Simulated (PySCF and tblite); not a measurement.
Values are calculated unless marked as measured or tabulated.
# Conformers and averaged properties: C2H14Si4, numbered as in [CH3:1][Si@@H:2]([SiH3:3])[Si@H:4]([CH3:5])[SiH3:6]

Level: PBE0-D3(BJ)/pcSseg-1//GFN2-xTB, thermal terms from GFN2-xTB, symmetry numbers and mirror pairs counted. Conformers within 2.5 kcal/mol (GFN2-xTB free energy) were kept, 7 at most. GIAO shieldings: PBE0/pcSseg-1. Shifts are against TMS (¹H), TMS (¹³C), TMS (²⁹Si) at the same level. (PySCF 2.14, tblite 0.8.)

Torsions listed: Si3–Si2–Si4–Si6. Of a mirror pair one member is shown.

```csv
conformer,shape,symmetry,E(GFN2) kcal/mol,E(DFT) kcal/mol,G(298.15 K) kcal/mol,weight %,dipole D
1,57°,C1 (pair),0.85,0.00,0.00,92.6,1.25
2,180°,Ci,0.00,0.98,1.49,7.4,0.00
```

Weights (%) against temperature:

| T (K) | 1 | 2 | S(mix) cal/mol/K |
| --- | --- | --- | --- |
| 250 | 94.5 | 5.5 | 1.73 |
| 298.15 | 92.6 | 7.4 | 1.80 |
| 350 | 90.7 | 9.3 | 1.86 |

Averaged shifts at 298.15 K. ¹H: 4.10 (H2/H4, 2H), 3.43 (H3/H6, 6H), 0.28 (H1/H5, 6H) ppm. ¹³C: -7.8 (C1/C5) ppm. ²⁹Si: -81.3 (Si2/Si4), -116.1 (Si3/Si6) ppm.

Coordinates of conformer 1 (Å):

```xyz
20

C    -1.683   -1.332   -0.647
Si   -1.163    0.501   -0.486
Si   -2.316    1.441    1.294
Si    1.176    0.551   -0.330
C     1.947   -0.250   -1.886
Si    2.066   -0.464    1.559
H    -1.240   -1.798   -1.523
H    -1.370   -1.904    0.222
H    -2.760   -1.437   -0.736
H    -1.627    1.120   -1.751
H    -2.004    0.764    2.557
H    -1.955    2.849    1.478
H    -3.776    1.406    1.174
H     1.616    1.965   -0.381
H     1.585    0.223   -2.795
H     3.031   -0.173   -1.887
H     1.695   -1.306   -1.946
H     1.681   -1.877    1.651
H     3.529   -0.447    1.652
H     1.565    0.179    2.776
```

Coordinates of conformer 2 (Å):

```xyz
20

C     2.333   -0.936    0.015
Si    1.040    0.363    0.548
Si    1.775    2.479   -0.077
Si   -1.040   -0.363   -0.246
C    -2.333    0.937    0.287
Si   -1.776   -2.478    0.381
H     2.428   -0.974   -1.067
H     3.315   -0.714    0.421
H     2.057   -1.930    0.353
H     1.033    0.285    2.030
H     0.818    3.509    0.339
H     3.073    2.884    0.475
H     1.904    2.603   -1.534
H    -1.033   -0.285   -1.727
H    -2.428    0.975    1.369
H    -2.057    1.931   -0.052
H    -3.315    0.715   -0.119
H    -3.073   -2.883   -0.172
H    -0.819   -3.508   -0.035
H    -1.905   -2.601    1.837
```

Unscaled ²⁹Si shifts at such levels can be off by tens of ppm; differences between conformers or isomers are more reliable. Shifts are unscaled: against experiment ¹³C can be off by 15 ppm or more and ¹H by 0.8 ppm.

Search and properties took 62 s on 1 thread of Arm Neoverse V1 (shared host) (rough), launched as `OMP_NUM_THREADS=1 python ens_run.py task.json out`.
